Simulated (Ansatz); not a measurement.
```yaml
crystal:
  periodic: [false, false, false]
  atoms:
    - {symbol: B, position_ang: [-0.993773, 1.416624, 0.061810]}
    - {symbol: C, position_ang: [-0.465356, 0.149447, 0.914853]}
    - {symbol: Xx, position_ang: [0.064077, -0.902897, -0.265357]}
    - {symbol: N, position_ang: [1.467851, -0.946600, -0.663348]}
    - {symbol: H, position_ang: [-0.263077, 2.426980, -0.116472]}
    - {symbol: H, position_ang: [-2.116528, 1.389039, -0.506768]}
    - {symbol: H, position_ang: [0.388931, 0.401543, 1.638061]}
    - {symbol: H, position_ang: [-1.323864, -0.388442, 1.457584]}
    - {symbol: H, position_ang: [-0.737261, -1.666340, -0.864103]}
    - {symbol: H, position_ang: [1.833684, -1.603432, -1.404202]}
    - {symbol: H, position_ang: [2.213985, -0.335773, -0.230428]}
basis:
  gaussian: {orbitals: def2-TZVPD, fitting: {mean_field: def2-universal-jkfit}}
total_charge: 1
magnetization: {spin_polarized: true, initial_magnetization: 1}
hamiltonian: {xc: {name: revPBE0}, dispersion: d3bj}
```

```sh
$ ansatz run in.yaml --threads 2 --pin off --events-out ev --progress --plain --max-ram 4352MiB
```

Problem. How does Ansatz answer? (Estimate.)

Solution. Computed: The program refused the input.
```
Error: YAML parse error: error: line 6 column 16: `Xx` is not an element symbol (H … Og, case-exact)
 --> <input>:6:16
4 |     - {symbol: B, position_ang: [-0.993773, 1.416624, 0.061810]}
5 |     - {symbol: C, position_ang: [-0.465356, 0.149447, 0.914853]}
6 |     - {symbol: Xx, position_ang: [0.064077, -0.902897, -0.265357]}
7 |     - {symbol: N, position_ang: [1.467851, -0.946600, -0.663348]}
8 |     - {symbol: H, position_ang: [-0.263077, 2.426980, -0.116472]}
```
